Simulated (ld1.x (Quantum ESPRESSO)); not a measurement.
# gadolinium (Gd): ultrasoft pseudisation with LDA (PZ), scalar-relativistic reference atom.

ld1.x (Quantum ESPRESSO) 7.5 input, shortened:

```
&input
   title='Gd', zed=64., rel=1, dft='PZ', iswitch=3,
   config='[Xe] 4f7 5d1 6s1 6p1'
 /
 &inputp
   pseudotype=3, tm=.true., lloc=-1, rcloc=0.70,
   nlcc=.false.
 /
8
5S  1  0   2.00   0.00  1.70  1.75  0.0
6S  2  0   1.00   0.00  1.70  1.75  0.0
5P  2  1   6.00   0.00  2.25  2.70  0.0
6P  3  1   1.00   0.00  2.25  2.70  0.0
5D  3  2   1.00   0.00  2.35  3.15  0.0
5D  3  2   0.00   0.95  2.35  3.15  0.0
4F  4  3   7.00   0.00  0.65  0.85  0.0
4F  4  3   0.00   3.25  0.65  0.85  0.0
 &test
   configts(1)='4f7 5s2 5p6 5d1 6s1 6p1'
 /
```

All-electron outer shells of the reference configuration (LDA (PZ), scalar-relativistic, ld1.x):

| shell | level (eV) | outermost node (bohr) | outermost maximum (bohr) |
| --- | --- | --- | --- |
| 4p | -277.11 | 0.29 | 0.54 |
| 4d | -148.88 | 0.27 | 0.56 |
| 5s | -51.18 | 0.65 | 1.20 |
| 5p | -28.66 | 0.70 | 1.35 |
| 4f | -10.21 | – | 0.56 |
| 6s | -5.04 | 1.60 | 3.29 |
| 5d | -3.74 | 0.79 | 1.95 |
| 6p | -1.99 | 1.91 | 4.44 |

Calculated quality:

```json
{
  "Configuration tests": "test run stopped at test 3 of 9 (negative rho)",
  "Lowest eigenvalue of the overlap operator": "-3.09 (d channel); it is negative, so in a basis up to 400 Ry S is not positive definite and the file is unfit for use"
}
```

A Bessel basis up to 400 Ry misses an occupied level by 0.04 Ry, so cutoffs and ghosts were not judged. Its overlap operator is not positive definite in a basis up to 400 Ry (lowest eigenvalue s -0.28, p -1.79, d -3.09), so the file is unfit for use: the generalised eigenproblem breaks down once the basis is large enough, and its test numbers describe a broken file. The potential misses its own reference levels by up to 0.6 eV.

Generation and tests took about 2.5 s on one core of a shared server CPU.
